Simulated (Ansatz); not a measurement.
H2O4S, charge +1, doublet, at a GFN2-xTB geometry (a state made from the parent by changing its charge; the spin is typed, not shown lowest). Base run: R2SCAN/6-31G (Ansatz, a quantum-chemistry and plane-wave program).

The Ansatz input:
Ansatz 0.2 input:
```yaml
crystal:
  periodic: [false, false, false]
  atoms:
    - {symbol: O, position_ang: [-0.46529138, 1.41220598, -0.07095844]}
    - {symbol: S, position_ang: [-0.01626657, -0.02567348, -0.00245745]}
    - {symbol: O, position_ang: [-0.36107300, -0.82927774, -1.16232897]}
    - {symbol: O, position_ang: [-0.68935298, -0.82860665, 1.00363709]}
    - {symbol: O, position_ang: [1.46298435, 0.16245005, 0.22168374]}
    - {symbol: H, position_ang: [-1.38901452, 1.65960187, -0.21103719]}
    - {symbol: H, position_ang: [2.07114373, -0.58299923, 0.31408907]}
basis:
  gaussian:
    orbitals: 6-31G
hamiltonian:
  xc: r2scan
total_charge: 1
magnetization: {spin_polarized: true, initial_magnetization: 1}
```

Variants of this job, named by their change:

| change | ΔE vs base (mEh) |
|---|---|
| base | 0.000 |
| occupation = up:A1:11 A2:2 B1:6 B2:6 down:A1:11 A2:2 B1:5 B2:6 | 0.000 |
| occupation = up:A1:12 A2:2 B1:5 B2:6 down:A1:11 A2:2 B1:5 B2:6 | 291.7 |
| symmetry_tolerance_ang = 0.01 | 0.000 |
| occupation = up:A1:11 A2:3 B1:6 B2:5 down:A1:11 A2:2 B1:5 B2:6 | 1097.7 |
| occupation = up:A1:12 A2:2 B1:6 B2:5 down:A1:11 A2:2 B1:5 B2:6 | 298.7 |
| occupation = up:A1:10 A2:2 B1:6 B2:7 down:A1:11 A2:2 B1:5 B2:6 | 410.2 |
